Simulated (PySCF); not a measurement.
## Computed spin Hamiltonian

C7H11 (doublet state).
Numbering: `[CH:1]#[C:2][C@@:3]([CH2:4])([CH3:5])[CH2:6][CH3:7]` (hydrogens: H8 on C1; H9, H10 on C4; H11, H12, H13 on C5; H14, H15 on C6; H16, H17, H18 on C7)

Cartesian coordinates in Å at the GFN2-xTB level; atoms count from 1:
```
atom  x, y, z in Å
C1     0.4904    2.5588   -0.2924
C2     0.0595    1.4569   -0.1146
C3    -0.4725    0.1187    0.1065
C4    -0.6028   -0.1497    1.5556
C5    -1.8665    0.0364   -0.5698
C6     0.4526   -0.9267   -0.5656
C7     1.8688   -0.8856   -0.0070
H8     0.8709    3.5242   -0.4483
H9    -0.5323    0.6404    2.2765
H10   -0.8365   -1.1424    1.8901
H11   -2.2851   -0.9581   -0.4353
H12   -2.5406    0.7656   -0.1270
H13   -1.7760    0.2439   -1.6339
H14    0.0228   -1.9174   -0.4037
H15    0.4773   -0.7367   -1.6410
H16    1.8586   -1.0686    1.0657
H17    2.3166    0.0898   -0.1824
H18    2.4860   -1.6430   -0.4851
```

The hyperfine couplings belong to this conformer and change with its torsions.

Computed with UKS B3LYP, pcH-1 on C H, non-relativistic, mean-field spin-orbit, GIAO (PySCF 2.14.0). One conformer (not necessarily the lowest) at the GFN2-xTB geometry, without solvent, vibrations or thermal averaging. A GFN2-xTB geometry isn't a minimum of the functional, and hyperfine couplings can be far from their values at a DFT geometry. The SCF solution wasn't tested for stability.

```json
{
 "g1, g2, g3": "2.00216, 2.00272, 2.00282",
 "g_iso": "2.00257",
 "Form of g": "close to axial: the two nearest values differ by 15 % of g3 − g1",
 "⟨S²⟩": "0.7537 (exact 0.7500)",
 "α and β electrons": "27, 26",
 "HOMO–LUMO gap, α and β orbitals": "6.98, 5.69 eV",
 "Basis functions": "285"
}
```

Hyperfine couplings atom by atom, in MHz; T1 to T3 are the principal values of the dipolar part; ρ(0) is the spin density at the nucleus:

| atom | isotope | a_iso | T1 | T2 | T3 | Mulliken spin population | ρ(0) (bohr⁻³) |
| --- | --- | --- | --- | --- | --- | --- | --- |
| C1 | 13C | -0.4 | -0.7 | -0.7 | 1.4 | -0.01 | -0.0004 |
| C2 | 13C | 5.9 | -1.2 | -0.7 | 1.9 | 0.00 | 0.0052 |
| C3 | 13C | -31.6 | -2.2 | 0.2 | 2.0 | -0.07 | -0.0281 |
| C4 | 13C | 92.1 | -82.4 | -81.9 | 164.3 | 1.09 | 0.0819 |
| C5 | 13C | 72.4 | -5.2 | -5.1 | 10.4 | 0.04 | 0.0644 |
| C6 | 13C | 32.0 | -3.5 | -3.1 | 6.6 | 0.02 | 0.0285 |
| C7 | 13C | 4.9 | -1.7 | -0.4 | 2.0 | 0.01 | 0.0044 |
| H8 | 1H | 0.7 | -0.7 | -0.7 | 1.4 | 0.00 | 0.0001 |
| H9 | 1H | -66.2 | -40.0 | 0.0 | 40.0 | -0.05 | -0.0148 |
| H10 | 1H | -63.1 | -39.6 | -0.4 | 40.1 | -0.05 | -0.0141 |
| H11 | 1H | -2.2 | -5.1 | -2.6 | 7.7 | 0.00 | -0.0005 |
| H12 | 1H | -2.4 | -5.9 | -2.2 | 8.1 | 0.00 | -0.0005 |
| H13 | 1H | 24.4 | -3.4 | -1.6 | 5.0 | 0.01 | 0.0055 |
| H14 | 1H | -2.3 | -3.6 | -2.7 | 6.3 | 0.00 | -0.0005 |
| H15 | 1H | 3.0 | -2.8 | -1.4 | 4.2 | 0.00 | 0.0007 |
| H16 | 1H | 1.8 | -6.1 | -3.3 | 9.4 | 0.00 | 0.0004 |
| H17 | 1H | 0.4 | -2.1 | -1.8 | 3.9 | 0.00 | 0.0001 |
| H18 | 1H | -0.7 | -1.7 | -1.1 | 2.8 | 0.00 | -0.0002 |

The Mulliken spin populations are largest on C4 (+1.09) and C3 (-0.07). C4 is the only atom above +0.15. The positive populations add up to 1.18 and the negative ones to -0.18, together 2S = 1. The angles at C4 add up to 359.9°, so it is planar; its axial dipolar tensor and the negative couplings of its protons fit spin in a p orbital normal to that plane.

Axes: g3 points within 13° of the C4–H10 bond.

Under fast tumbling the dipolar parts average out, and these isotropic splittings remain: 2 × 1H (H9/H10, I = 1/2, 3 lines) with 2.31 mT, 3 × 1H (H11/H12/H13, I = 1/2, 4 lines) with 0.24 mT, 1 × 1H (H15, I = 1/2, 2 lines) with 0.11 mT and 1 × 1H (H14, I = 1/2, 2 lines) with 0.08 mT.

Means are taken over nuclei equivalent by connectivity, which assumes that they swap fast. The three 1H nuclei of mean +6.6 MHz run from -2.4 to 24.4 MHz in the frozen geometry.

The 13C coupling of C4 (92.1 MHz) shows only in satellite lines or after enrichment, since that isotope makes up about 1.07 % of natural carbon.

β density exceeds α density at some nuclei, such as C3 (-0.0281) and H9/H10 (-0.0145), spin density in bohr⁻³. In a single determinant that takes different orbitals for the two spins, that is spin polarisation.

The run took 67 s wall (with the writing of density and orbital grids) on one thread, Arm Neoverse V2 (aarch64), shared host, and the process peaked at 0.98 GiB of memory.
